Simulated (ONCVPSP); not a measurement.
**What one change does to a pseudopotential (P (Z = 15), ONCV)**

P, optimised norm-conserving Vanderbilt (ONCV), made with ONCVPSP 4.0.1 (PBE, scalar-relativistic). Core [Ne], reference 3s1.5 3p3.5. Waves: 3s: rc 1.35 bohr, ncon 4, nbas 8, qcut 5.2 1/bohr, 2 projectors, debl 3.9 Ha; 3p: rc 1.80 bohr, ncon 3, nbas 6, qcut 4.2 1/bohr, 3 projectors, debl 2.7 Ha. Local part: polynomial inside 1.00 bohr (lpopt 5, dvloc0 6 Ha). Core correction: Teter function, fcfact 5.5, rcfact 1.3.

Change: p: debl 0.35.

Cutoffs: the cutoffs (Ha) at which the residual kinetic energy of the hardest occupied pseudo-wave falls to 1 and 0.1 mHa per electron; they do not see the model core or the augmentation charge, which bear on the density cutoff. Errors are all-electron minus pseudo energies relative to the spin-unpolarised reference configuration.

Task: How do hardness, ghosts and transferability respond?

Result: The potential gets neither clearly harder nor softer (10 Ha and 34 Ha → 10 Ha and 34 Ha); a bound ghost appears in p, which as a rule spoils a file; the errors of the 4 common tests hardly move; the range in which the p phases agree narrows (upper end at the end of the scan → 3.8).

```csv
quantity,base,changed
"cutoff, loose",10 Ha,10 Ha
"cutoff, tight",34 Ha,34 Ha
bound ghosts,none,p
GHOST(+) flags under 300 eV,s at 207.1 eV,s at 207.1 eV
"error for 3s2 3p3, meV [ΔE -4.25 eV]",+0.4,+0.4
"error for 3s2 3p2, meV [ΔE 5.48 eV]",+1.2,+1.3
"error for 3s2 3p1, meV [ΔE 24.63 eV]",+9.3,+9.4
"error for 3s1 3p3, meV [ΔE 14.60 eV]",+1.3,+1.3
s: phases at 1.37 bohr within 0.05 rad from the reference energy up to (Ha; the scan ends near 5),to the end of the scan,to the end of the scan
p: phases at 1.83 bohr within 0.05 rad from the reference energy up to (Ha; the scan ends near 5),to the end of the scan,3.8
"rms error of d²Exc/dni dnj with the model core, mHa",0.11,0.11
```

 A true bound ghost makes a file unfit for plane-wave use even where its test errors are small: the radial tests pick states by their node count and pass the ghost by.
